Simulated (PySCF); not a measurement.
HO₄S, SMILES [O]S(=O)(=O)O, multiplicity 2. Atoms are numbered in the order given.

```xyz
6

O      0.3813     0.8778    -1.1527
S     -0.1103     0.0443     0.0000
O      0.3813     0.8778     1.1527
O     -1.4933    -0.3750     0.0000
O      0.7398    -1.3300     0.0000
H      1.6927    -1.1140     0.0000
```
Charge 0, spin multiplicity 2.

The structure is a stationary point at TPSSh-D3(BJ)/def2-SVP. The isomer is the one that the SMILES or the coordinates give; other isomers of the formula were not compared. The values are those of a single conformer.

Level of theory: PBE/pcH-1 (PySCF).

Unrestricted Kohn–Sham, ⟨S²⟩ = 0.754. Hyperfine tensors hold the contact and dipolar terms, without spin-orbit corrections.

Computed hyperfine couplings:
```json
[
 {"nucleus": "17O no. 1", "A(iso) (MHz)": "-10.6", "A(iso) (G)": "-3.8", "dipolar principal values (MHz)": "-148.6, 73.0, 75.6"},
 {"nucleus": "33S no. 2", "A(iso) (MHz)": "-19.3", "A(iso) (G)": "-6.9", "dipolar principal values (MHz)": "-0.5, -0.2, 0.7"},
 {"nucleus": "17O no. 3", "A(iso) (MHz)": "-10.6", "A(iso) (G)": "-3.8", "dipolar principal values (MHz)": "-148.6, 73.0, 75.6"},
 {"nucleus": "17O no. 4", "A(iso) (MHz)": "-1.0", "A(iso) (G)": "-0.3", "dipolar principal values (MHz)": "-45.5, 22.0, 23.5"},
 {"nucleus": "17O no. 5", "A(iso) (MHz)": "3.2", "A(iso) (G)": "1.1", "dipolar principal values (MHz)": "-3.3, 1.0, 2.3"},
 {"nucleus": "1H no. 6", "A(iso) (MHz)": "-1.0", "A(iso) (G)": "-0.4", "dipolar principal values (MHz)": "-3.2, -1.2, 4.4"}
]
```

Task: And the g tensor (effective nuclear charges for spin-orbit coupling, GIAO)? (The exact figures need the calculation; the answer reports its results.)

Result: principal values 2.0047, 2.0121, 2.0169; isotropic 2.0112.
